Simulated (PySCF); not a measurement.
**Nuclear quadrupole coupling in `C=C[P@@]1(=O)C(F)=CC(C)=C1C`**

C8H10FOP.
Atom-mapped SMILES: `[CH2:1]=[CH:2][P@@:3]1(=[O:4])[C:5]([F:6])=[CH:7][C:8]([CH3:9])=[C:10]1[CH3:11]` (hydrogens: H12, H13 on C1; H14 on C2; H15 on C7; H16, H17, H18 on C9; H19, H20, H21 on C11)

Cartesian coordinates in Å at the GFN2-xTB level; atoms count from 1:
```
atom  x, y, z in Å
C1     3.4457    0.4329    0.0978
C2     2.2114    0.2654    0.5412
P3     1.0570   -0.6931   -0.4738
O4     1.6133   -1.2087   -1.7257
C5     0.2803   -1.8684    0.7039
F6     0.9143   -2.9119    1.2457
C7    -0.9646   -1.4890    0.9954
C8    -1.4131   -0.2927    0.2827
C9    -2.8053    0.1952    0.5085
C10   -0.4991    0.2568   -0.5363
C11   -0.6156    1.4578   -1.4077
H12    3.7366   -0.0032   -0.8459
H13    4.1939    0.9898    0.6386
H14    1.8479    0.6688    1.4745
H15   -1.6213   -2.0088    1.6747
H16   -2.9377    0.4631    1.5565
H17   -3.0231    1.0644   -0.1043
H18   -3.5198   -0.5932    0.2744
H19   -0.5706    2.3766   -0.8205
H20    0.2123    1.4613   -2.1159
H21   -1.5516    1.4538   -1.9643
```

Field gradients from the PBE0/pcSseg-1 density (PySCF, non-relativistic), principal values in atomic units, ordered |Vxx| ≤ |Vyy| ≤ |Vzz|:

| atom | Vxx | Vyy | Vzz |
| --- | --- | --- | --- |
| O4 | -0.3611 | -0.4922 | 0.8534 |

**Question.** Find the asymmetry η = (Vxx − Vyy)/Vzz and the couplings χ = eQV/h (234.96 MHz × Q in barn × V in au), with Q(17O) = −0.0256 b.

**Answer.** 
```
atom        environment  nucleus     η  χzz (MHz)  χxx (MHz)  χyy (MHz)
  O4  phosphoryl oxygen      17O  0.15      -5.13       2.17       2.96
```

**Question.** What is Vzz at O4 in SI units (1 au = 9.71736 × 10²¹ V/m²)?

**Answer.** 0.8534 au = 8.292 × 10²¹ V/m².

**Question.** And the gradient at the other heavy atoms, for which no coupling is worked out here?

**Answer.** 
```csv
atom,environment,Vzz (au),η
C1,terminal =CH2 carbon,0.433,0.23
C2,alkene CH carbon,0.261,0.79
P3,phosphoryl phosphorus,-0.439,0.92
C5,vinylic C–F carbon,-0.436,0.74
F6,vinyl fluorine,3.000,0.15
C7,alkene CH carbon,0.247,0.36
C8,fully substituted alkene carbon,0.306,0.54
C9,allylic carbon,0.067,0.59
C10,fully substituted alkene carbon,0.171,0.91
C11,allylic carbon,0.086,0.34
```

Were the hydrogens deuterons (Q(2H) = 0.00286 b), χzz would run from 205 kHz (H20) to 223 kHz (H13 and H15).

One conformer (not necessarily the lowest) at the GFN2-xTB geometry, without solvent, vibrations or thermal averaging. GFN2-xTB bond lengths can be off by several hundredths of an ångström, more for odd bonds, and the gradients follow them. The basis is small and wasn't made for field gradients, so the couplings can be 20 % off.

These values come from a run that also computed NMR shieldings. Hardware: one thread, x86-64 server, no GPU, shared host. Cost: 57 s of wall time.
